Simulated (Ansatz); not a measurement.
InH2(SMe) (CH5InS). Charge 0, multiplicity 1. Geometry B3LYP-D4/def2-TZVP, basis def2-TZVP, Ansatz.

```xyz
8

In   -1.166   -1.051    1.030
H    -1.043    0.326    2.058
H    -2.048   -2.510    1.229
S     0.100   -0.862   -0.996
C     0.913    0.778   -0.844
H     0.548    1.334    0.017
H     0.708    1.349   -1.747
H     1.988    0.636   -0.748
```

```tsv
run	HOMO (eV)	LUMO (eV)
A	-9.09	0.14
B	-9.39	0.74
C	-6.02	-2.29
D	-6.33	-1.78
E	-5.71	-2.27
F	-5.92	-2.01
```

In the def2 sets In takes a core potential; there is no spin–orbit coupling.

Problem. The runs used B97M-V, HF, PBE, r2SCAN, r2SCANh, ωB97X-V. Estimate which is which.

Solution. A ωB97X-V (range-separated); B HF (100 % exact exchange); C B97M-V (0 % exact exchange); D r2SCANh (10 % exact exchange); E PBE (0 % exact exchange); F r2SCAN (0 % exact exchange). Exact exchange lowers occupied and raises empty levels; among semilocal functionals meta-GGAs tend to open the gap a little, and such runs are hard to tell apart. The gap grows from 3.44 eV (PBE) to 10.12 eV (HF).
